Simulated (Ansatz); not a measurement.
Species: C4H2BrSe, net charge 0, doublet state. It need not be the lowest isomer of its formula. 
Coordinates optimised at B3LYP-D3(BJ)/def2-TZVP (Ansatz, a program for electronic structure):
SMILES: Brc1[c]cc[se]1
```xyz
8

Br     1.9654    -0.4495     0.2715
C      0.1080    -0.4838     0.0149
C     -0.7117    -1.5266    -0.0984
C     -2.0990    -1.3315    -0.2900
C     -2.4292    -0.0122    -0.3356
Se    -0.9344     1.1052    -0.1290
H     -2.8157    -2.1336    -0.3891
H     -3.4109     0.4135    -0.4712
```
Charge 0, spin multiplicity 2.

Wanted: atomisation energy (electronic, to ground-state atoms), in kJ/mol. Correlated levels leave the core frozen unless marked. UHF or UKS for open shells. No spin-orbit coupling. The frozen core is the preceding noble-gas configuration, with the filled d and f shells of earlier blocks. Non-relativistic. The coupled-cluster limit lacks core correlation, which all-electron functionals hold. CBS marks a two-point X^-3 extrapolation of the correlation energy; Hartree-Fock from the larger set.

```
level                                program  atomisation energy (kJ/mol)  minus last row
----------------------------  --------------  ---------------------------  --------------
HF/6-31G*                             Ansatz                       2221.2         -1039.8
PBE-D3(BJ)/def2-TZVPD         Ansatz + dftd3                       3484.8           223.8
PBE-D4/def2-TZVPD             Ansatz + dftd4                       3487.0           226.0
B2PLYP-D4/def2-TZVPD          Ansatz + dftd4                       3260.7            -0.3
MP2/6-31G                             Ansatz                       2731.7          -529.3
CCSD(T)/6-31G*                        Ansatz                       2990.9          -270.1
CCSD(T)/CBS(cc-pVTZ,cc-pVQZ)          Ansatz                       3261.0             0.0
```

The UHF reference is spin-contaminated (<S^2> 0.46 over the pure value in the largest basis).
